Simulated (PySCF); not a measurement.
Manganese: a sound run and one with changed settings

Sound run: Mn⁺ [Ar] 3d5 4s1, Mn²⁺ [Ar] 3d5. Calculation: PySCF 2.14, in cc-pVTZ; the non-relativistic Hamiltonian (point nucleus). In the sound run the correlated levels freeze [Ar]. The sound run starts from symmetry-adapted Hartree-Fock orbitals and uses a fine grid where one is needed.

Changed run: initial guess sap, at most 50 SCF cycles.

```tsv
species	method	sound run (hartree)	changed run (hartree)	converged
Mn⁺	UHF	-1149.64916	-1149.64916	yes
Mn⁺	B3LYP	-1150.75504	-1150.75504	yes
Mn²⁺	UHF	-1149.10923	-1149.10923	yes
Mn²⁺	B3LYP	-1150.16965	-1150.16965	yes
```

Here the plain start reaches the same solutions.
